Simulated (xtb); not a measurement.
C$_{7}$H$_{15}$N$_{2}$ (SMILES C[CH]N=C(C)NC(C)C), doublet, at a GFN2-xTB geometry. Base run: GFN2-xTB (xtb).

Here is a job for xtb.
```
$ xtb mol.xyz --gfn 2 --uhf 1 --json

# file mol.xyz
24

C      3.34900385     0.31032774    -0.65538033
C      2.06030662     1.07116658    -0.67526564
N      0.87108629     0.67628533    -0.30590455
C      0.50267291    -0.34318910     0.42116950
C      1.35154142    -1.14371165     1.37350255
N     -0.81569897    -0.73239201     0.35379018
C     -1.80278142     0.03730434    -0.37167900
C     -2.30713256     1.22146102     0.45737020
C     -2.94926986    -0.88426942    -0.77700676
H      3.93505064     0.55762107    -1.54009566
H      3.17177503    -0.76281394    -0.64031652
H      3.95348824     0.57365750     0.21808120
H      2.08546861     2.06334202    -1.10551251
H      0.78595530    -1.38211992     2.27457911
H      1.66923881    -2.08413685     0.91966500
H      2.23401805    -0.57772322     1.65676201
H     -1.17039874    -1.23072138     1.15780263
H     -1.29504850     0.42063107    -1.26144456
H     -3.01957096     1.80856277    -0.11545716
H     -2.79464287     0.87154719     1.36604533
H     -1.46763277     1.85600773     0.72822377
H     -3.46127080    -1.26448192     0.10540756
H     -2.57170339    -1.72757802    -1.34947080
H     -3.66848333    -0.34358449    -1.38573217
```

The base run was repeated with changes; each row names its change, and settings that it needs were set with it.

| change | ΔE vs base (kcal/mol) | dipole (D) | G_solv (kcal/mol) | SCF cycles |
|---|---|---|---|---|
| base | 0.000 | 2.31 | - | 10 |
| etemp = 3000 | -0.183 | 2.31 | - | 10 |
| file = coord | 0.000 | 2.31 | - | 10 |
| acc = 0.1 | 0.000 | 2.31 | - | 12 |
| alpb = acetone | -8.98 | 2.78 | -9.21 | 11 |
| acc = 30 | 0.000 | 2.31 | - | 8 |
| gbsa = water | -3.41 | 2.95 | -3.88 | 11 |

ALPB and GBSA are two models with their own fitted parameters for each solvent, which aren't always the measured dielectric constant.
